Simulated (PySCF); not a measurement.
CHCl₂F₃Si, SMILES Cl[SiH](Cl)C(F)(F)F. Geometry: ωB97X-D3(BJ)/def2-SVP.

Question: Give the equilibrium geometry at ωB97X-D3(BJ)/def2-SVP (PySCF confirms it by a frequency run) as Cartesian coordinates in Å, and its point group. (An estimate is asked for; the answer gives what the named calculation found.)

Answer: point group Cs.
```xyz
8

Si     0.5166     0.5805     0.0000
Cl     1.4085    -0.1601     1.6772
Cl     1.4085    -0.1601    -1.6772
C     -1.3065    -0.0300     0.0000
F     -1.4028    -1.3664     0.0000
F     -1.9555     0.4300    -1.0855
F     -1.9555     0.4300     1.0855
H      0.5427     2.0550     0.0000
```
Charge 0, spin multiplicity 1.
